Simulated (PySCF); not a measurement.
# Gas-phase XPS of `[BH3-][P+](F)(F)F`, computed

Compound: BF3H3P.
Cartesian coordinates in Å at the PBE0-D3(BJ)/def2-SVP level; atoms count from 1:
```xyz
8
BF3H3P angstrom
B      1.097   -0.033    0.072
P     -0.732    0.015   -0.060
F     -1.420   -0.867   -1.163
F     -1.407    1.399   -0.367
F     -1.573   -0.424    1.191
H      1.322   -1.204    0.312
H      1.313    0.737    0.989
H      1.452    0.357   -1.025
```

Computed with PySCF, delta-SCF UKS SCAN, pcX-2 on the ionised atom, pcseg-1 elsewhere, spin-free X2C. Binding energies are ΔSCF values: E(core-ionised, relaxed orbitals) − E(ground state) at a fixed geometry, referred to the vacuum level.

Question: Give the core binding energies atom by atom.

Answer: 
```csv
atom(s),environment,level,binding energy (eV),count
B1,four-coordinate boron,B 1s,194.95,1
P2,phosphorus bonded to B and 3 F,P 1s,2156.62,1
F3/F4/F5,phosphorus-bound fluorine,F 1s,694.75,3
```

Question: Express the binding energy of B 1s of B1 in atomic units and per mole.

Answer: 194.95 eV = 7.1643 Eh = 18810 kJ/mol.

The first atom of each set that the bonding makes equivalent was ionised and stands for the set. Not every level is listed. Geometry: PBE0-D3(BJ)/def2-SVP; no solvent, vibrations or thermal averaging.

The run took 12 s on one thread of an Arm Neoverse V1, shared host with 64 logical CPUs at a one-minute load of 24, and the process peaked at 0.51 GiB of memory.
